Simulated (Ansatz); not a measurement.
Program: Ansatz. Geometries: PBE0-D4/def2-TZVP. ΔE: electronic, gas phase. CCSD(T)/CBS is the MP2 limit (def2-TZVPP, def2-QZVPP) plus CCSD(T) − MP2 in def2-TZVPP, frozen cores. This one scheme is used for every species. DFT in def2-TZVPP. B3LYP here is the variant with VWN-RPA as its local correlation; programs differ in this. One conformer a species, not always the lowest.

Reaction (cleavage of the Si–B bond): `N[SiH2]B(F)F` + `N[SiH](O)S` → `N[SiH2]S[SiH](N)O` + `FBF`

`N[SiH2]B(F)F`:

```xyz
9

N    -0.416   -0.126   -1.595
Si   -0.401    0.551   -0.013
B     0.735   -0.408    1.388
F     0.811    0.024    2.636
F     1.441   -1.493    1.113
H    -0.890   -1.001   -1.754
H     0.413   -0.067   -2.166
H     0.107    1.947   -0.107
H    -1.799    0.573    0.498
```

`N[SiH](O)S`:

Z-matrix (Å, degrees):
```
Si
O 1 1.644
S 1 2.137 2 105.1
N 1 1.696 2 112.5 3 -119.7
H 1 1.483 2 110.7 3 120.7
H 2 0.959 1 117.6 3 -57.1
H 3 1.344 1 94.0 2 174.4
H 4 1.007 1 120.6 2 -81.2
H 4 1.007 1 120.9 2 68.7
```

`N[SiH2]S[SiH](N)O`:

```xyz
14

N     1.220   -1.370   -1.235
Si    1.460    0.357   -1.264
S     0.945    1.162    0.622
Si   -1.134    0.531    0.725
N    -1.740    0.678    2.301
O    -1.213   -1.018    0.236
H     1.824   -1.910   -0.630
H     1.131   -1.831   -2.130
H     0.587    0.832   -2.368
H     2.862    0.780   -1.515
H    -1.921    1.459   -0.121
H    -1.386    0.130    3.067
H    -2.185    1.527    2.606
H    -0.450   -1.326   -0.293
```

`FBF`:

Z-matrix (Å, degrees):
```
B
F 1 1.313
F 1 1.313 2 118.1
H 1 1.191 2 121.0 3 180.0
```

Is it downhill or uphill in electronic energy at CCSD(T)/CBS, and by how much? (Best estimate.)

Ansatz gave: Downhill: ΔE = -28.9 kcal/mol.

What do these levels give: PBE-D4, r2SCAN-D4, PBE0-D4, B3LYP-D4, ωB97X-V, B2PLYP, r2SCAN, B3LYP, HF/def2-TZVPP, CCSD/def2-TZVPP, SCS-MP2/def2-QZVPP, HF/CBS(def2)? (Estimate.)

Computed: PBE-D4 -28.0, r2SCAN-D4 -29.0, PBE0-D4 -28.6, B3LYP-D4 -28.6, ωB97X-V -27.1, B2PLYP -27.7, r2SCAN -28.5, B3LYP -25.4, HF/def2-TZVPP -25.1, CCSD/def2-TZVPP -27.1, SCS-MP2/def2-QZVPP -29.8, HF/CBS(def2) -25.0 kcal/mol.

Largest T1 diagnostic among the species: 0.013.

The D4 term adds −3.3 kcal/mol with B3LYP and −1.8 kcal/mol with PBE0; it sums over pairs of atoms, weighted by their polarisabilities, and B3LYP, whose exchange is more repulsive, gets the larger term. In def2-TZVPP, CCSD(T) changes the Hartree–Fock value by −3.2 kcal/mol (the triples alone add −1.1 kcal/mol) and MP2 by −6.5 kcal/mol.
